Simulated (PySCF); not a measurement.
**Two-component Hartree-Fock for Br³⁺ (bromine, charge +3)**

Start: [Ar] 3d10 4s1 4p3; 4s1/2 filled at m_j = +1/2; 4p3/2 filled at m_j = -1/2, +1/2, +3/2. Calculated with PySCF 2.14 in x2c-TZVPall-2c (6s7p4d1f, 54 functions): generalised Hartree-Fock with the X2C-1e Hamiltonian and a Gaussian nucleus; one run each with spin-orbit coupling (SO) switched off, then screened by Boettger's factors. This is a chosen level, not necessarily the ground level.

| spinor shell | electrons | ε, spin-free (eV) | ε, screened SO (eV) | weight of nominal j (screened SO) | rms radius, screened SO (bohr) |
| --- | --- | --- | --- | --- | --- |
| 1s1/2 | 2 | -13597.6 | -13597.2 | 1.000 | 0.0492 |
| 2s1/2 | 2 | -1865.4 | -1865.3 | 1.000 | 0.205 |
| 2p1/2 | 2 | -1644.8 | -1677.4 | 1.000 | 0.180 |
| 3s1/2 | 2 | -316.52 | -316.49 | 1.000 | 0.588 |
| 3p1/2 | 2 | -244.60 | -249.64 | 0.989 | 0.600 |
| 3p3/2 | 4 | -244.60 | -242.16 | 0.994 | 0.610 |
| 3d3/2 | 4 | -125.09 | -125.89 | 0.892 | 0.647 |
| 3d5/2 | 6 | -125.09 | -124.52 | 0.928 | 0.646 |
| 4s1/2 | 1 | -67.345 | -67.326 | 1.000 | 1.66 |
| 4p3/2 | 3 | -48.595 | -48.601 | 0.640 | 1.86 |

(1) Where does 2p3/2 lie, and what is the 2p spin-orbit splitting (screened SO)?

| quantity | spin-free | screened SO |
| --- | --- | --- |
| E (hartree) | -2601.64321 | -2601.78320 |
| M_J | 2 | 2 |
| ⟨J²⟩ | 6.001 | 6.001 |
| ⟨L²⟩ | 0.000 | 0.010 |
| ⟨S²⟩ | 6.001 | 5.989 |

Each row is a mean over spinors that exchange with the open shell spreads, by up to 1.917 eV (3s1/2).

Rows whose weight is well below 1 are mixtures of j = l ± 1/2: exchange outweighs spin-orbit coupling there, and the label is only the starting occupation.

Without spin-orbit coupling the j labels of p, d and f shells carry no meaning; the spin-free column gives the mean over the occupied spinors of each nl shell.

## Answers

(1) At -1629.2 eV, 48.200 eV above 2p1/2.
